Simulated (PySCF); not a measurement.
Compound: C3H9NO2Si2.
SMILES with atom numbers: `[CH2:1]=[N:2][CH2:3][SiH2:4][Si@@H:5]([OH:6])[CH:7]=[O:8]` (hydrogens: H9, H10 on C1; H11, H12 on C3; H13, H14 on Si4; H15 on Si5; H16 on O6; H17 on C7)

Computed, not measured: TDDFT PBE0/def2-SVPD, vertical, gas phase, core orbitals frozen in the response (PySCF). Geometry: GFN2-xTB, one conformer, isolated molecule.

| state | E (eV) | λ (nm) | ν̃ (cm⁻¹) | f | main configurations (H = HOMO, L = LUMO) |
| --- | --- | --- | --- | --- | --- |
| S1 | 3.24 | 382.2 | 26160 | 0.0037 | H→L (96%) |
| S2 | 4.97 | 249.7 | 40050 | 0.0065 | H-1→L+1 (74%), H-1→L (19%) |
| S3 | 5.17 | 239.7 | 41720 | 0.0099 | H-1→L (80%), H-1→L+1 (17%) |
| S4 | 5.26 | 235.5 | 42450 | 0.0011 | H→L+1 (77%), H→L+2 (22%) |
| S5 | 5.37 | 230.8 | 43330 | 0.0016 | H→L+2 (69%), H→L+1 (18%) |
| S6 | 5.53 | 224.0 | 44640 | 0.032 | H-2→L (83%) |
| S7 | 5.90 | 210.3 | 47550 | 0.0044 | H-3→L (88%) |
| S8 | 6.20 | 200.0 | 50000 | 0.056 | H→L+3 (77%) |

Triplets, Tamm–Dancoff:

| state | E (eV) | λ (nm) | main configurations (H = HOMO, L = LUMO) |
| --- | --- | --- | --- |
| T1 | 2.52 | 491.6 | H→L (96%) |
| T2 | 4.15 | 298.4 | H-1→L+1 (87%) |
| T3 | 4.59 | 270.1 | H-2→L+1 (41%), H-3→L+1 (38%) |

The lowest singlet comes at 382 nm (313 kJ/mol) in the visible; it is very weak; its leading configuration is HOMO→LUMO (96%). The most intense listed level is S8 at 6.20 eV (200 nm, f = 0.056), 2.95 eV above S1. It is the last of those listed, so stronger ones may follow. Löwdin shares by element: HOMO oxygen 47% or more, carbon 21% or more, silicon 12% or more, hydrogen 9% or more; LUMO carbon 38% or more, oxygen 32% or more, silicon 18%. The listed states span 2.95 eV, and the widest gap between neighbours is 1.72 eV (S1 to S2). Orbital energies (eV): HOMO-3 -8.52, HOMO-2 -8.15, HOMO-1 -7.73, HOMO -6.96, LUMO -1.61, LUMO+1 -0.79, LUMO+2 -0.41. Of the 8 states listed, 2 reach f = 0.01 and none stays under 0.0005. S1 lies in the visible range (380 to 750 nm), at 382 nm, f = 0.0037; light of that wavelength is violet, and its complementary colour is yellow-green; a Tamm–Dancoff triplet lies at 492 nm, without intensity as long as spin–orbit coupling is left out. Singlets were solved by full linear response, triplets in the Tamm–Dancoff approximation.
